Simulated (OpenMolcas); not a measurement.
Computed levels of 5d3 in ions with 71 electrons, in cm-1 above 4F 3/2.

```
Program             : OpenMolcas
Method              : SS-RASPT2, IPEA 0.25 Eh, imaginary shift 0.1 Eh
Basis               : ANO-R2
Scalar Hamiltonian  : X2C, finite nucleus
Spin-orbit coupling : state interaction with AMFI integrals over the reference wave functions, term energies averaged over their components
```

Active space for each ion: 9 electrons in 8 orbitals (RAS1 5p, at most 2 holes; RAS2 5d); closed shells correlated by CASPT2: 5s.

```tsv
Level	Ta2+	W3+	Re4+	Ir6+	Pt7+
4F 5/2	2830	4090	5250	8470	10500
4F 7/2	5460	7600	9590	14640	17590
2P 1/2	9850	11890	24610	35260	40920
2G 7/2	13030	16510	20080	28110	32660
4P 5/2	15020	18560	21940	29890	34270
4P 1/2	15350	19410	14760	19990	22720
2H 11/2	19460	23780	28440	38820	44540
2D 5/2(1)	19630	25220	30690	42260	48500
2F 7/2	25350	30800	36390	48050	54210
```

Task: Estimate 4F 7/2, 2P 1/2, 2G 7/2 for Os5+ from its neighbours Re4+ and Ir6+.

Result: 4F 7/2 is fine structure, which grows about as the fourth power of a screened charge, so the fourth roots are averaged: ((9590^0.25 + 14640^0.25) / 2)^4 = 11915. The calculation gives 12020, so the estimate is off by -0.9 %; the measured value is 11444 (the list in Brasseur, Palmeri and Quinet, Atoms 13, 11 (2025)).
2P 1/2 is another term, which grows about linearly with the charge: (24610 + 35260) / 2 = 29935. The calculation gives 29920, so the estimate is off by +0.1 %; the measured value is 28860 (the list in Brasseur, Palmeri and Quinet, Atoms 13, 11 (2025)).
2G 7/2 is another term, which grows about linearly with the charge: (20080 + 28110) / 2 = 24095. The calculation gives 23970, so the estimate is off by +0.5 %; the measured value is 22920 (the list in Brasseur, Palmeri and Quinet, Atoms 13, 11 (2025)).

Mixed levels, with the weight of the term that names them: Ta2+ 2P 1/2 (56 %), Ta2+ 4P 1/2 (56 %), W3+ 2P 1/2 (51 %), W3+ 4P 1/2 (51 %), Re4+ 2P 1/2 (63 %), Re4+ 4P 1/2 (63 %), Os5+ 2P 1/2 (67 %), Os5+ 4P 1/2 (67 %), Ir6+ 2P 1/2 (68 %), Ir6+ 4P 1/2 (68 %), Pt7+ 2P 1/2 (67 %), Pt7+ 2G 7/2 (74 %), Pt7+ 4P 1/2 (67 %).

CASPT2 breaks the degeneracy within a term, and the mean is taken; among the terms shown or strongly mixed into the levels shown the widest spread is 430 cm-1 (5d3 2F, Ta2+). Over all roots computed the reference weight is 0.91 to 0.97 in W3+; the roots of lowest weight are the least certain, and an intruder state may touch them. Active for correlation alone: 5p; no level in the range computed is led by a configuration that opens it, so any true level of that kind is missing. The CASPT2 spread within a term exceeds the gap to the next term for 5d3 2H and 5d3 2D(1), so the order of their levels is uncertain (holds for W3+). Some terms miss by over 15 % even with CASPT2, which points to a basis or an active space too small for the shells correlated (holds for W3+). Measured partners are found by configuration, term and J. A level has none where our copy of the source lacks it or the pairing is in doubt (some pairs that miss far off the trend of their configuration count as doubtful), and it then counts in no deviation. Levels of configurations outside the active space are missing.

A number in round brackets counts repeated terms of one configuration in the order of the reference energies.
